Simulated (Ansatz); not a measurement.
Reaction (ligand exchange at a Ge–Cl bond): `[CH3][Ge]([CH3])([CH3])[Cl]` + HBr → `[CH3][Ge]([CH3])([CH3])[Br]` + HCl

Computed with Ansatz on PBE0-D4/def2-TZVP structures; ΔE is electronic, products minus reactants. CCSD(T)/CBS adds triple-zeta CCSD(T) − MP2 to the extrapolated MP2 energy (def2 sets, frozen cores). This one scheme is used for every species. Functionals use def2-TZVPP. B3LYP here is the variant with VWN-RPA as its local correlation; programs differ in this. HSE06 is defined as in plane-wave codes. For Br, Ge outer-core shells are correlated without core-valence functions, which leaves a few kJ/mol of doubt a bond. Scalar relativity is left out up to krypton.

```json
{"level": "LDA (SPW92)", "ΔE (kJ/mol)": "-7.2", "difference from CCSD(T)/CBS": "3.1"}
{"level": "PBE-D4", "ΔE (kJ/mol)": "-8.2", "difference from CCSD(T)/CBS": "2.1"}
{"level": "BLYP-D4", "ΔE (kJ/mol)": "-6.6", "difference from CCSD(T)/CBS": "3.7"}
{"level": "r2SCAN-D4", "ΔE (kJ/mol)": "-7.5", "difference from CCSD(T)/CBS": "2.8"}
{"level": "B97M-V", "ΔE (kJ/mol)": "-3.5", "difference from CCSD(T)/CBS": "6.8"}
{"level": "PBE0-D4", "ΔE (kJ/mol)": "-9.2", "difference from CCSD(T)/CBS": "1.1"}
{"level": "B3LYP-D4", "ΔE (kJ/mol)": "-7.7", "difference from CCSD(T)/CBS": "2.6"}
{"level": "r2SCANh-D4", "ΔE (kJ/mol)": "-8.0", "difference from CCSD(T)/CBS": "2.3"}
{"level": "r2SCAN0-D4", "ΔE (kJ/mol)": "-8.7", "difference from CCSD(T)/CBS": "1.6"}
{"level": "HSE06-D4", "ΔE (kJ/mol)": "-9.3", "difference from CCSD(T)/CBS": "1.0"}
{"level": "BHLYP-D4", "ΔE (kJ/mol)": "-9.1", "difference from CCSD(T)/CBS": "1.2"}
{"level": "CAM-B3LYP-D4", "ΔE (kJ/mol)": "-6.1", "difference from CCSD(T)/CBS": "4.2"}
{"level": "ωB97M-V", "ΔE (kJ/mol)": "-7.8", "difference from CCSD(T)/CBS": "2.5"}
{"level": "B2PLYP", "ΔE (kJ/mol)": "-7.6", "difference from CCSD(T)/CBS": "2.7"}
{"level": "PBE-QIDH", "ΔE (kJ/mol)": "-9.8", "difference from CCSD(T)/CBS": "0.5"}
{"level": "PBE", "ΔE (kJ/mol)": "-7.4", "difference from CCSD(T)/CBS": "2.9"}
{"level": "revPBE", "ΔE (kJ/mol)": "-7.1", "difference from CCSD(T)/CBS": "3.2"}
{"level": "BLYP", "ΔE (kJ/mol)": "-5.1", "difference from CCSD(T)/CBS": "5.2"}
{"level": "r2SCAN", "ΔE (kJ/mol)": "-7.3", "difference from CCSD(T)/CBS": "3.0"}
{"level": "PBE0", "ΔE (kJ/mol)": "-8.3", "difference from CCSD(T)/CBS": "2.0"}
{"level": "B3LYP", "ΔE (kJ/mol)": "-6.1", "difference from CCSD(T)/CBS": "4.2"}
{"level": "r2SCAN0", "ΔE (kJ/mol)": "-8.4", "difference from CCSD(T)/CBS": "1.9"}
{"level": "HSE06", "ΔE (kJ/mol)": "-8.5", "difference from CCSD(T)/CBS": "1.8"}
{"level": "BHLYP", "ΔE (kJ/mol)": "-6.7", "difference from CCSD(T)/CBS": "3.6"}
{"level": "CAM-B3LYP", "ΔE (kJ/mol)": "-5.1", "difference from CCSD(T)/CBS": "5.2"}
{"level": "LC-ωPBE", "ΔE (kJ/mol)": "-6.6", "difference from CCSD(T)/CBS": "3.7"}
{"level": "HF/def2-SVP", "ΔE (kJ/mol)": "-0.9", "difference from CCSD(T)/CBS": "9.4"}
{"level": "MP2/def2-SVP", "ΔE (kJ/mol)": "-7.9", "difference from CCSD(T)/CBS": "2.4"}
{"level": "CCSD/def2-SVP", "ΔE (kJ/mol)": "-4.3", "difference from CCSD(T)/CBS": "6.0"}
{"level": "HF/def2-TZVPP", "ΔE (kJ/mol)": "-7.3", "difference from CCSD(T)/CBS": "3.0"}
{"level": "MP2/def2-TZVPP", "ΔE (kJ/mol)": "-11.0", "difference from CCSD(T)/CBS": "-0.7"}
{"level": "SCS-MP2/def2-TZVPP", "ΔE (kJ/mol)": "-9.4", "difference from CCSD(T)/CBS": "0.9"}
{"level": "CCSD/def2-TZVPP", "ΔE (kJ/mol)": "-9.1", "difference from CCSD(T)/CBS": "1.2"}
{"level": "CCSD(T)/def2-TZVPP", "ΔE (kJ/mol)": "-9.2", "difference from CCSD(T)/CBS": "1.1"}
{"level": "HF/def2-QZVPP", "ΔE (kJ/mol)": "-6.5", "difference from CCSD(T)/CBS": "3.8"}
{"level": "MP2/def2-QZVPP", "ΔE (kJ/mol)": "-11.4", "difference from CCSD(T)/CBS": "-1.1"}
{"level": "SCS-MP2/def2-QZVPP", "ΔE (kJ/mol)": "-9.4", "difference from CCSD(T)/CBS": "0.9"}
{"level": "HF/CBS(def2)", "ΔE (kJ/mol)": "-6.4", "difference from CCSD(T)/CBS": "3.9"}
{"level": "MP2/CBS(def2)", "ΔE (kJ/mol)": "-12.1", "difference from CCSD(T)/CBS": "-1.8"}
{"level": "CCSD/CBS(def2)", "ΔE (kJ/mol)": "-10.2", "difference from CCSD(T)/CBS": "0.1"}
{"level": "CCSD(T)/CBS", "ΔE (kJ/mol)": "-10.3", "difference from CCSD(T)/CBS": "0"}
```

Largest T1 diagnostic among the species: 0.009.

Leaving LDA and LC-ωPBE aside and taking each functional with its dispersion term where it has one, the values spread over 6.3 kJ/mol, from PBE-QIDH to B97M-V. At CCSD(T), def2-SVP lies +5.7 kJ/mol from the extrapolated value and def2-TZVPP +1.1 kJ/mol.
